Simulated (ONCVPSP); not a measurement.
# PBEsol ONCV dataset for gadolinium, scalar-relativistic all-electron reference.

| Item | Value |
| --- | --- |
| Element | Gd |
| Generator | ONCVPSP 4.0.1 |
| Type | optimised norm-conserving Vanderbilt (ONCV) |
| Functional | PBEsol |
| Relativity | scalar-relativistic |
| Frozen core | [Kr] 4d10 |
| Valence charge | 18 |
| Reference configuration | 4f7 5s2 5p6 5d1 6s2 |
| Partial waves | 5s+6s: rc 1.95 bohr, ncon 3, nbas 6, qcut 5 1/bohr, 2 projectors; 5p: rc 1.70 bohr, ncon 4, nbas 8, qcut 4.4 1/bohr, 2 projectors, debl 3.3 Ha; 5d: rc 2.15 bohr, ncon 3, nbas 8, qcut 3.9 1/bohr, 2 projectors, debl 3.3 Ha; 4f: rc 1.45 bohr, ncon 4, nbas 9, qcut 11.1 1/bohr, 2 projectors, debl 2.3 Ha |
| Local potential | polynomial inside 1.20 bohr (lpopt 5, dvloc0 4 Ha) |
| Core correction | Teter function, fcfact 5.5, rcfact 1 |

All-electron outer shells of the reference configuration (PBEsol, scalar-relativistic, ld1.x):

| shell | level (eV) | outermost node (bohr) | outermost maximum (bohr) |
| --- | --- | --- | --- |
| 4d | -147.59 | 0.27 | 0.56 |
| 5s | -49.77 | 0.65 | 1.20 |
| 5p | -27.28 | 0.70 | 1.35 |
| 4f | -8.73 | – | 0.56 |
| 6s | -4.15 | 1.60 | 3.37 |
| 5d | -2.56 | 0.79 | 1.97 |

Results:

```json
{
  "Cutoffs needed": "56 Ha and 70 Ha (the cutoffs (Ha) at which the residual kinetic energy of the hardest occupied pseudo-wave falls to 1 and 0.1 mHa per electron)",
  "Ghost test": "no bound ghost flagged; GHOST(+) flagged for s at 58.3 eV",
  "Configuration tests": "1 of 4 tests not solved or not reliable",
  "rms error of d²Exc/dni dnj": "5.96 mHa without and 4.27 mHa with the model core"
}
```

Generation and tests took about 7.1 s on one core of a shared server CPU.
